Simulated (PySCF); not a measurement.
# K2Te: bending curve

All numbers come from PySCF, PBE0, basis Te def2-TZVP with ECP28, K def2-TZVP (scalar-relativistic core potentials, no spin–orbit coupling, density fitting).

Rigid scan from the singlet minimum (Te–K 3.058 Å (×2); K–Te–K 180.0°). Coordinate: the K–Te–K angle, bonds fixed. Energies in kJ/mol from the minimum.

```json
{"bond angle (°)": "80", "E (kJ/mol)": "24.7", "dipole size (D)": "12.01"}
{"bond angle (°)": "90", "E (kJ/mol)": "10.3", "dipole size (D)": "11.27"}
{"bond angle (°)": "100", "E (kJ/mol)": "2.9", "dipole size (D)": "10.41"}
{"bond angle (°)": "110", "E (kJ/mol)": "-0.1", "dipole size (D)": "9.42"}
{"bond angle (°)": "120", "E (kJ/mol)": "-2.0", "dipole size (D)": "8.30"}
{"bond angle (°)": "130", "E (kJ/mol)": "-2.5", "dipole size (D)": "7.08"}
{"bond angle (°)": "140", "E (kJ/mol)": "-1.8", "dipole size (D)": "5.77"}
{"bond angle (°)": "150", "E (kJ/mol)": "-0.7", "dipole size (D)": "4.38"}
{"bond angle (°)": "160", "E (kJ/mol)": "-0.5", "dipole size (D)": "2.95"}
{"bond angle (°)": "170", "E (kJ/mol)": "0.0", "dipole size (D)": "1.48"}
{"bond angle (°)": "180", "E (kJ/mol)": "0.0", "dipole size (D)": "0.00"}
```

Part of the curve lies below the starting minimum, so a lower structure or state exists along it.
